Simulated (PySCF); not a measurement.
## Electron correlation in In(3+) (indium, charge +3)

Starting occupation: [Kr] 4d10. All numbers are calculated (PySCF 2.14, X2C-1e with screened-nucleus spin-orbit coupling, Gaussian nucleus, in x2c-TZVPPall-2c (8s9p5d2f, 74 functions)). Frozen: [Ar] 3d10; 18 electrons correlated; the 6 highest virtual spinors left out.

MP2 pair energies summed by pair of shells (mhartree):

| pair | energy | share (%) |
| --- | --- | --- |
| 4d3/2-4d5/2 | -81.78 | 29.0 |
| 4d5/2-4d5/2 | -59.79 | 21.2 |
| 4d5/2-4p3/2 | -26.09 | 9.2 |
| 4d3/2-4d3/2 | -25.40 | 9.0 |
| 4d3/2-4p3/2 | -17.38 | 6.2 |
| 4d5/2-4p1/2 | -12.70 | 4.5 |
| 4p1/2-4p3/2 | -9.73 | 3.4 |
| 4p3/2-4p3/2 | -9.63 | 3.4 |
| 4d5/2-4s1/2 | -9.48 | 3.4 |
| 4d3/2-4p1/2 | -8.31 | 2.9 |
| 4p3/2-4s1/2 | -7.60 | 2.7 |
| 4d3/2-4s1/2 | -6.25 | 2.2 |
| 4p1/2-4s1/2 | -3.81 | 1.4 |
| 4p1/2-4p1/2 | -2.27 | 0.8 |
| 4s1/2-4s1/2 | -1.85 | 0.7 |

Total MP2 correlation energy: -282.07 mhartree.

This basis was not built for core-valence correlation, so the inner-shell part is incomplete.
